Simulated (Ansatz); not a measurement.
Program: Ansatz. Geometries: PBE0-D4/def2-TZVP. ΔE: electronic, gas phase. CBS: MP2 limit from def2 TZ/QZ plus the TZ coupled-cluster correction, frozen cores. This one scheme is used for every species. DFT in def2-TZVPP. One conformer a species, not always the lowest.

`N[SiH2][AlH2]` + `[OH][AlH2]` → `[AlH2][O][SiH2][AlH2]` + NH₃  (ligand exchange at the Si–N bond)

`N[SiH2][AlH2]`:

Cartesian coordinates in Å:
```
N 0.544 0.713 1.416
Si -0.089 0.767 -0.194
Al -0.227 -1.516 -1.092
H 0.256 -0.030 2.032
H 0.689 1.566 1.932
H 0.825 1.619 -1.010
H -1.430 1.436 -0.321
H -0.409 -1.782 -2.649
H -0.159 -2.772 -0.114
```

`[OH][AlH2]`:

```xyz
5

O    -1.011   -0.350   -0.578
Al    0.503    0.019    0.088
H    -1.835   -0.004   -0.238
H     0.595    0.985    1.341
H     1.748   -0.649   -0.613
```

`[AlH2][O][SiH2][AlH2]`:

Cartesian coordinates in Å:
```
Al 0.103 0.420 -2.501
O 0.452 -0.021 -0.918
Si 0.795 -0.461 0.618
Al -1.058 0.062 2.159
H -0.647 -0.627 -3.416
H 0.538 1.860 -2.984
H 2.051 0.221 1.059
H 1.109 -1.924 0.654
H -0.955 -0.286 3.708
H -2.388 0.756 1.622
```

NH₃:

Cartesian coordinates in Å:
```
N -0.213 0.102 0.153
H -0.380 -0.855 -0.131
H -0.064 0.641 -0.692
H 0.658 0.112 0.669
```

```tsv
level	ΔE (kJ/mol)
LC-ωPBE	-55.6
MP2/def2-QZVPP	-60.9
```

(1) What does CCSD(T)/CBS give? (Estimate.)

(2) What do rigid-rotor, harmonic-oscillator terms from PBE0-D4/def2-TZVP frequencies (298.15 K, 1 bar) make of the CCSD(T)/CBS value? (An estimate is asked.)

Largest T1 diagnostic among the species: 0.013.

Results:

(1) Computed: -61.5 kJ/mol. The listed levels differ from it by 5.9, 0.6 kJ/mol.

(2) The calculation gave: ΔZPE = 0.0 kJ/mol, ΔH = -58.3 kJ/mol, ΔS = 11 J/(mol·K), ΔG = -61.4 kJ/mol. Modes under 50 cm⁻¹ make the entropy rough.

From PBE to PBE0 (25 % exact exchange), in def2-TZVPP and without D4, ΔE moves by −3.3 kJ/mol. Leaving LDA and LC-ωPBE aside and taking each functional with its dispersion term where it has one, the values, not all of them listed here, spread over 15.5 kJ/mol, from BHLYP-D4 to revPBE-D4. In def2-TZVPP, CCSD(T) changes the Hartree–Fock value by +10.7 kJ/mol (the triples alone add +1.4 kJ/mol) and MP2 by +11.9 kJ/mol.
